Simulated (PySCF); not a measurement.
Compound: C₆H₈F₃P.
Numbering: `[CH3:1][C:2]1=[CH:3][P:4]1[CH2:5][CH2:6][C:7]([F:8])([F:9])[F:10]` (hydrogens: H11, H12, H13 on C1; H14 on C3; H15, H16 on C5; H17, H18 on C6)

The same species was optimised twice, with GFN2-xTB and with PBE0-D3(BJ)/def2-SVP (PySCF), and the same property calculations (PySCF, gas phase) were run on both structures.

| coordinate | GFN2-xTB | PBE0-D3(BJ)/def2-SVP | change |
| --- | --- | --- | --- |
| P4–C5 (Å) | 1.900 | 1.883 | -0.017 |
| C6–C7 (Å) | 1.514 | 1.506 | -0.008 |
| C5–C6 (Å) | 1.525 | 1.519 | -0.006 |
| C7–F10 (Å) | 1.344 | 1.338 | -0.006 |
| C1–C2 (Å) | 1.466 | 1.472 | +0.006 |
| C3–P4 (Å) | 1.835 | 1.831 | -0.004 |
| C7–F8 (Å) | 1.343 | 1.339 | -0.004 |
| C7–F9 (Å) | 1.341 | 1.338 | -0.003 |
| C2–P4 (Å) | 1.843 | 1.840 | -0.003 |
| C2=C3 (Å) | 1.309 | 1.306 | -0.003 |
| C2–P4–C5 (°) | 100.0 | 102.6 | +2.6 |
| C5–C6–C7 (°) | 111.1 | 113.5 | +2.4 |
| C3–P4–C5 (°) | 100.1 | 102.3 | +2.2 |
| F8–C7–F10 (°) | 106.3 | 107.3 | +1.0 |
| C1–C2–P4 (°) | 143.1 | 144.1 | +1.0 |
| F9–C7–F10 (°) | 106.4 | 107.3 | +0.9 |
| C6–C7–F10 (°) | 112.2 | 111.3 | -0.9 |
| C1–C2–C3 (°) | 148.0 | 147.1 | -0.9 |
| C3–P4–C5–C6 (°) | 68 | 66 | -2 |
| P4–C5–C6–C7 (°) | 180 | 179 | -1 |
| C5–C6–C7–F8 (°) | 59 | 59 | 0 |

Rotational constants: A = 2422, B = 485.5, C = 468.3 MHz (GFN2-xTB) against A = 2466, B = 476.9, C = 462.1 MHz (PBE0-D3(BJ)/def2-SVP). Point groups within 0.08 Å: C1 and C1.

On the GFN2-xTB structure: HOMO (eV) -6.74 [PBE0/pcSseg-1]; LUMO (eV) -0.25 [PBE0/pcSseg-1]; dipole (D) 2.96 [PBE0/pcSseg-1]; GIAO shielding of C1 (ppm) 169.8 [PBE0/pcSseg-1]; GIAO shielding of C2 (ppm) 39.9 [PBE0/pcSseg-1]; GIAO shielding of C3 (ppm) 69.0 [PBE0/pcSseg-1]; GIAO shielding of P4 (ppm) 526.1 [PBE0/pcSseg-1]; GIAO shielding of C5 (ppm) 154.5 [PBE0/pcSseg-1]; GIAO shielding of C6 (ppm) 153.2 [PBE0/pcSseg-1]; GIAO shielding of C7 (ppm) 50.8 [PBE0/pcSseg-1]; GIAO shielding of F8/F9/F10 (mean) (ppm) 257.7 [PBE0/pcSseg-1].

Problem. What do these properties become on the PBE0-D3(BJ)/def2-SVP structure?

Solution. 
```
                                    property          level  on GFN2-xTB  on PBE0-D3(BJ)/def2-SVP  change
                                   HOMO (eV)  PBE0/pcSseg-1        -6.74                    -6.68   +0.06
                                   LUMO (eV)  PBE0/pcSseg-1        -0.25                    -0.23   +0.02
                                  dipole (D)  PBE0/pcSseg-1         2.96                     2.91   -0.05
energy, GFN2-xTB geometry as zero (kcal/mol)  PBE0/pcSseg-1          0.0                     -0.8    -0.8
                  GIAO shielding of C1 (ppm)  PBE0/pcSseg-1        169.8                    167.9    -1.9
                  GIAO shielding of C2 (ppm)  PBE0/pcSseg-1         39.9                     40.2    +0.3
                  GIAO shielding of C3 (ppm)  PBE0/pcSseg-1         69.0                     66.8    -2.2
                  GIAO shielding of P4 (ppm)  PBE0/pcSseg-1        526.1                    517.4    -8.7
                  GIAO shielding of C5 (ppm)  PBE0/pcSseg-1        154.5                    156.4    +1.9
                  GIAO shielding of C6 (ppm)  PBE0/pcSseg-1        153.2                    152.7    -0.5
                  GIAO shielding of C7 (ppm)  PBE0/pcSseg-1         50.8                     52.5    +1.7
    GIAO shielding of F8/F9/F10 (mean) (ppm)  PBE0/pcSseg-1        257.7                    261.9    +4.2
```

The heavy atoms differ by 0.055 Å rms after alignment. Among bonds between heavy atoms P4–C5 changes most (-0.017 Å). Changes are differences of the printed values. Neither structure is proved a minimum here.

The values belong to the conformer `[CH3:1][C:2]1=[CH:3][P:4]1[CH2:5][CH2:6][C:7]([F:8])([F:9])[F:10]`: C3–P4–C5–C6 66°, P4–C5–C6–C7 179°, C5–C6–C7–F8 59°.
